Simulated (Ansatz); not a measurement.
A series at Si: from `[SiH3]S[SiH2]Cl`, ligands are replaced one by one, each step taking up H₂O and setting free H₂; n counts the steps. Ansatz, PBE0-D4/def2-TZVP geometries. Each molecule was computed in one conformer, which needn't be the lowest.

```
n                molecule  HOMO energy, ωB97M-V/def2-TZVPP (eV)
0       `[SiH3]S[SiH2]Cl`                                 -9.98
1      `O[SiH2]S[SiH2]Cl`                                -10.12
2    `O[SiH](O)S[SiH2]Cl`                                -10.12
3  `O[SiH](O)S[SiH](O)Cl`                                     ?
```

Q: By hand: fit a straight line y = ȳ + b (n − n̄) to the 3 given rows and predict n = 3.

A: n̄ = 1.000, ȳ = -10.073; Σ(n − n̄)(y − ȳ) = -0.140, Σ(n − n̄)² = 2.000, so b = -0.070 eV a step. Prediction: -10.073 + (-0.070) × (2.000) = -10.21 eV.

Q: By hand: compare with the computed value, -10.09 eV, and give the steps along the whole series.

A: The line misses by 0.12 eV (computed minus predicted). Steps: -0.14, 0.00, 0.03 eV.

The steps change sign along the series, so a line is a poor guide. The highest orbital can change its character along such a series. The miss is 85.7 % of the series' range.
